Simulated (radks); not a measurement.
Results of a calculation; reference values are marked as such.
Removal energies from neutral lanthanum, [Xe] 5d1 6s2, by Delta-SCF beside the eigenvalue of the level emptied. Code: a radial shooting solver on a logarithmic mesh with Libxc functionals. Model: scalar-relativistic Kohn-Sham, LDA (Slater exchange, Perdew-Wang correlation), spin-polarised, spherical densities, finite nucleus; Fermi nuclear charge, rms radius of each element as measured or else 0.836 A^(1/3) + 0.57 fm. Open shells are filled with parallel spins first.

| removed from | final configuration | Delta-SCF (eV) | -eigenvalue (eV) |
|---|---|---|---|
| 6s | [Xe] 5d1 6s1 | 5.813 | 3.658 |
| 5d | [Xe] 6s2 | 6.628 | 3.392 |
| 5p | [Kr] 4d10 5s2 5p5 5d1 6s2 | 26.661 | 22.275 |
| 5s | [Kr] 4d10 5s1 5p6 5d1 6s2 | 43.790 | 38.905 |
